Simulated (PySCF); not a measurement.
This PySCF input asks for the NMR shieldings of `CNC[C@@H]([SiH3])[Si@H](F)N[SiH3]`, C$_{3}$H$_{15}$FN$_{2}$Si$_{3}$; the geometry comes from GFN2-xTB.

```python
import basis_set_exchange as bse
import numpy as np
from pyscf import gto, dft
from pyscf.prop import nmr

atoms = """
C    -1.466270    2.162795   -1.502610
N    -0.909470    1.333799   -0.453355
C    -1.449287   -0.017128   -0.434254
C    -0.780723   -0.854894    0.650307
Si   -1.650043   -2.530550    0.872559
Si    1.074245   -1.063753    0.324134
F     1.724073   -1.746257    1.638982
N     1.816707    0.468271    0.124961
Si    3.500712    0.874008    0.074378
H    -1.194083    1.732052   -2.466580
H    -2.562794    2.245218   -1.459945
H    -1.037193    3.161364   -1.433801
H    -1.081892    1.766737    0.450588
H    -2.546502   -0.007346   -0.292272
H    -1.255999   -0.458248   -1.417398
H    -0.892105   -0.313240    1.596805
H    -1.071441   -3.245789    2.005896
H    -3.074852   -2.283321    1.130786
H    -1.528034   -3.324174   -0.352709
H     1.383686   -2.030213   -0.725734
H     1.168484    1.165061   -0.222629
H     4.075870    0.572880   -1.244500
H     3.559674    2.315628    0.331286
H     4.185503    0.096862    1.101573
"""
names = dict.fromkeys(["C", "N", "Si", "F", "H"], "pcSseg-1")
basis = {el: gto.basis.parse(bse.get_basis(n, elements=[el], fmt="nwchem")) for el, n in names.items()}
mol = gto.M(atom=atoms, basis=basis, charge=0, verbose=0)
mf = dft.RKS(mol, xc="PBE0")
mf.grids.level = 2
mf.grids.alignment = dft.numint.BLKSIZE   # the property module wants whole blocks of grid points
mf.conv_tol = 1e-9
mf.kernel()

calc = nmr.RKS(mf)   # GIAO
C = mf.mo_coeff
Co = C[:, mf.mo_occ > 0]
resp = mf.gen_response(singlet=True, hermi=2)
def vind(x):   # induced exchange potential for any number of trial vectors
    d = np.einsum("pi,xij,qj->xpq", C, 2 * x.reshape(-1, C.shape[1], Co.shape[1]), Co, optimize=True)
    return np.einsum("xpq,pi,qj->xij", resp(d - d.transpose(0, 2, 1)), C, Co, optimize=True).ravel()
mo1, _ = nmr.rhf.solve_mo1(calc, with_cphf=vind)
sigma = calc.kernel(mo1)
for i, s in enumerate(sigma):   # ppm
    w = np.linalg.eigvalsh((s + s.T) / 2)
    print("%2d %-2s iso %8.1f  s11 %8.1f  s22 %8.1f  s33 %8.1f" % (i, mol.atom_pure_symbol(i), w.mean(), *w))
```

Question: Give the expected output.

Answer: 
```
 0 C  iso    148.3  s11    124.3  s22    134.1  s33    186.4
 1 N  iso    206.5  s11    170.5  s22    209.8  s33    239.3
 2 C  iso    134.7  s11    104.7  s22    127.9  s33    171.5
 3 C  iso    173.4  s11    164.4  s22    170.3  s33    185.4
 4 Si iso    421.7  s11    389.7  s22    405.5  s33    470.0
 5 Si iso    353.0  s11    331.4  s22    357.2  s33    370.4
 6 F  iso    338.7  s11    297.9  s22    355.1  s33    363.0
 7 N  iso    234.6  s11    198.4  s22    237.6  s33    267.9
 8 Si iso    412.6  s11    372.4  s22    398.1  s33    467.3
 9 H  iso     29.3  s11     25.1  s22     27.6  s33     35.3
10 H  iso     29.2  s11     24.7  s22     26.6  s33     36.2
11 H  iso     28.9  s11     24.0  s22     26.7  s33     35.9
12 H  iso     31.8  s11     24.3  s22     32.6  s33     38.4
13 H  iso     28.7  s11     22.9  s22     29.3  s33     33.8
14 H  iso     29.3  s11     26.0  s22     29.7  s33     32.4
15 H  iso     31.4  s11     28.1  s22     30.2  s33     35.9
16 H  iso     27.6  s11     23.5  s22     26.2  s33     33.1
17 H  iso     27.9  s11     24.1  s22     25.9  s33     33.6
18 H  iso     28.0  s11     24.4  s22     26.2  s33     33.2
19 H  iso     26.6  s11     23.3  s22     24.8  s33     31.6
20 H  iso     28.5  s11     15.4  s22     26.5  s33     43.6
21 H  iso     26.9  s11     22.8  s22     25.0  s33     32.9
22 H  iso     27.0  s11     23.1  s22     25.5  s33     32.5
23 H  iso     26.9  s11     22.8  s22     26.1  s33     32.0
```

These numbers come from an equivalent density-fitted implementation of the same equations, which agrees with the script to about 0.01 ppm for H and up to a few tenths of a ppm for heavy atoms, so last digits may differ.

Question: Turn these shieldings into chemical shifts. Referencing at the same level of theory: ¹³C (186.93 ppm), ²⁹Si (349.16 ppm), ¹H (31.72 ppm) against TMS; NH3 for ¹⁵N (267.73 ppm); CFCl3 for ¹⁹F (170.95 ppm).

Answer: Averaging equivalent atoms: C 2: 52.2; C 0: 38.7; C 3: 13.6; N 1: 61.2; N 7: 33.1; Si 5: -3.8; Si 8: -63.4; Si 4: -72.6; F 6: -167.7; H 19: 5.15; H 21/22/23: 4.76; H 16/17/18: 3.91; H 20: 3.24; H 13: 3.04; H 9/10/11: 2.59; H 14: 2.37; H 15: 0.30; H 12: -0.07 ppm. Unscaled 19F shifts against computed CFCl3 carry errors that often reach 10 to 50 ppm. Experimental scales use liquid or dissolved standards, which lie at an offset from isolated NH3 (liquid NH3: subtract about 20 ppm).

Size and cost of the density-fitted run: 249 basis functions, 2.5 min wall time on 1 thread of an Arm Neoverse N1, shared host; peak memory 1.2 GiB.
